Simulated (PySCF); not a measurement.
Gas-phase reaction: GeH3Cl + 6 Cl → GeCl4 + 3 HCl

Energies from PySCF, thermal terms from the rigid-rotor harmonic-oscillator model, ideal gas at 1 bar. † marks an energy on the PBE0/def2-TZVP geometry and frequencies; other levels use their own. CCSD(T) freezes the core. 6-31G* has spherical d functions here. Open shells (unrestricted): Cl (multiplicity 2, electronic degeneracy 6); the rest are closed-shell singlets. Spin-orbit splitting is ignored; it lowers the true energy and changes the entropy of Cl. B3LYP is the form with VWN-RPA correlation. Ge: all electrons, no relativistic terms. CCSD(T) isn't extrapolated to the basis-set limit; its ΔH°(298 K) is -1291.0 kJ in def2-SVP and -1402.5 kJ in def2-TZVPP. The harmonic model lacks anharmonicity and excited electronic states, which grow with temperature; levels with a mode under 35 cm⁻¹ are left out.

| level | ΔE electronic, kJ | ΔH°(298 K), kJ | ΔS°(298 K), J/K | ΔG°(600 K), kJ |
|---|---|---|---|---|
| B3LYP/6-31G* | -1293 | -1291 | -362 | -1074 |
| CCSD(T)/def2-SVP† | -1294 | -1291 | -364 | -1073 |
| HF/def2-TZVP† | -982 | -979 | -364 | -761 |
| PBE0/def2-QZVP† | -1451 | -1448 | -364 | -1230 |
| LDA/def2-TZVP† | -1720 | -1718 | -364 | -1499 |
ΔH° is lowest at LDA/def2-TZVP† and highest at HF/def2-TZVP†. No reference value is set beside these.
